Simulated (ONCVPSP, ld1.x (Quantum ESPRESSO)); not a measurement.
## Potentials for zinc compared

Generated with ld1.x 7.5 (TM, RRKJ, ultrasoft, PAW), atompaw 4.2 or ONCVPSP 4.0.1. The cutoff is in Ry: for ld1.x and atompaw files where the sum of valence levels is converged to 10 mRy in a Bessel basis, for ONCV files where the hardest occupied wave has 1 mHa per electron of residual kinetic energy. The error is the largest all-electron minus pseudo excitation energy over each file’s own four to seven test configurations (ionisations up to +4, promotions, holes and added fractions of an electron), all of which were solved. The labels leave out finer settings (local radius, basis sizes, second energies), which also bear on the numbers. Spin-polarised tests are not counted. The rows are a selection from randomly drawn settings: files with unsolved tests, undetermined cutoffs or missed reference levels are left out.

A true bound ghost makes a file unfit for plane-wave use even where its test errors are small: the radial tests pick states by their node count and pass the ghost by.

```csv
potential,cutoff (Ry),largest error (meV),bound ghosts
"ONCV, PBE, fully relativistic, rc 1.25/0.80/0.90 (spd), local smoothed, core correction no, reference 3s2 3p6 3d10 4s2, qcut 11.4/14.1/17.9, projectors 2/2/2",245,+3.9,none
"ONCV, PW91, scalar-relativistic, rc 1.05/0.65/1.10 (spd), local smoothed, core correction yes, reference 3s2 3p6 3d10 4s2, qcut 10.6/14.7/12.7, projectors 3/1/3",189,+19,none
"ONCV, PBEsol, fully relativistic, rc 1.00/0.80/1.00 (spd), local smoothed, core correction no, reference 3s2 3p6 3d10 4s2, qcut 13.2/19.1/18.7, projectors 2/2/2",235,+4.2,none
"ONCV, PBE, scalar-relativistic, rc 1.90/1.10/1.15 (spd), local smoothed, core correction yes, reference 3p6 3d10 4s1.5, qcut 4.1/14.5/11.4, projectors 3/3/2",124,+253,s
"TM, PBE, scalar-relativistic, rc 1.90/3.25/3.40 (spd), local s, core correction no, reference 4s2 4p0",12,+158,none
```

Problem. Fill in the row for Zn: RRKJ, PBE, fully relativistic, rc 1.50/2.10/1.25 (spd), local s, core correction yes, reference 3d10 4s0 4p0.

Solution. cutoff 120 Ry, largest error -514 meV, bound ghosts: none.
